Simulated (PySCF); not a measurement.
MN for M along the alkali metals

PBE0 with triple-zeta basis sets in PySCF, for the lowest determinant that a PBE0 search found; no spin–orbit coupling. De refers to high-spin ground-configuration atoms. A positive dipole means M(−)N(+).

```
 M         basis  state (unpaired electrons)  Re (Å)  ωe (cm⁻¹)  De (eV)  μ (D)
Li  x2c-TZVPPall              triplet (π ↑↑)   1.855        684     1.62  -6.76
Na    def2-TZVPP              triplet (π ↑↑)   2.240        382     1.04  -6.22
 K    def2-TZVPP              triplet (π ↑↑)   2.577        297     0.97  -7.48
Rb    def2-TZVPP              triplet (π ↑↑)   2.745        256     0.91  -7.49
```

Question: By what factor does the bond length vary along the series?

Answer: At PBE0 it runs from 1.855 Å (LiN) to 2.745 Å (RbN), a factor of 1.48.

The rows differ in basis set, which adds steps of its own.

Down a group the atoms grow and get heavier, so bonds lengthen and wavenumbers fall; this series shows no clear exception.

Spin–orbit coupling is left out. States were picked by a PBE0 search and need not be the measured ground states.
